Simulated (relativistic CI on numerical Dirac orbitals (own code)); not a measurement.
## What each ingredient does to the levels of Nd XIV

Base calculation: Dirac-Coulomb-Breit CI, KLI orbitals optimised for each configuration, model QED (radiative potential, 1s self-energy scaled to tabulated hydrogen-like ionisation energies), unscaled Slater integrals.

Configuration list (outside the closed core [Kr]): 4d¹⁰5s, 4d¹⁰4f, 4d¹⁰5p, 4d¹⁰5d, 4d¹⁰5f, 4d⁹5s4f, 4d¹⁰5g, 4d¹⁰6s, 4d¹⁰6p, 4d⁹5s², 4d¹⁰6d. Double excitations out of closed p, d and f shells are left out; levels of such configurations are missing from the list, as are those of other unlisted configurations, and high levels can miss mixing partners.

Variants: (1) valence Slater integrals scaled by 0.9; (2) Breit term removed; (3) QED terms removed. Shifts of the energy above 4d¹⁰5s ²S1/2, in cm⁻¹, for the lowest level and the first level of each name with at least 55 % of one term (blank where a level changes its place among those of its configuration and J or its character, or is not in the variant):

| Level | Base | Δ(1) | Δ(2) | Δ(3) |
| --- | --- | --- | --- | --- |
| 4d¹⁰5s ²S1/2 | 0 | 0 | 0 | 0 |
| 4d¹⁰4f ²F°5/2 | 51976 | +1 | +1504 | +1025 |
| 4d¹⁰4f ²F°7/2 | 56209 | +1 | +1883 | +1002 |
| 4d¹⁰5p ²P°1/2 | 179130 | +866 | -588 | +904 |
| 4d¹⁰5p ²P°3/2 | 228195 | +841 | +37 | +830 |
| 4d¹⁰5d ²D3/2 | 526353 | +8 | +532 | +943 |
| 4d¹⁰5d ²D5/2 | 535265 | +9 | +761 | +918 |
| 4d¹⁰6s ²S1/2 | 812741 | 0 | +533 | +504 |
| 4d¹⁰5f ²F°5/2 | 867265 | +35 | +1078 | +921 |
| 4d¹⁰5f ²F°7/2 | 868801 | +37 | +1174 | +914 |
| 4d¹⁰6p ²P°1/2 | 895759 | +307 | +290 | +888 |
| 4d¹⁰6p ²P°3/2 | 917354 | +343 | +553 | +852 |
| 4d⁹5s4f ⁴P°1/2 | 942182 | +5595 | +788 | -29 |
| 4d⁹5s4f ⁴P°3/2 | 947763 | +5401 | +1061 | -43 |

At this charge transitions that keep the count of f electrons are usually good to a few per cent. Levels and lines within the n = 5 or 6 shells can be off by up to 10 % or somewhat more, and those that change n by about 2 %, since core polarisation is missing. Levels that differ in their count of f electrons can be misplaced by several ten thousand cm⁻¹, since the correlation energy of f electrons is missing or only estimated; rates across such gaps can be off by orders of magnitude.

Ionisation energy from one configuration of each of the two ions, the ground ones as tabulated or assumed: base 240.971 eV; Breit term removed 241.091 eV; QED terms removed 241.083 eV. The NIST ASD value (semi-empirical) is 243 ± 0.2 eV.

LS names give the leading component of a level, which can be under half, so a name can repeat, a term be missing and a line seem to break the LS rules.
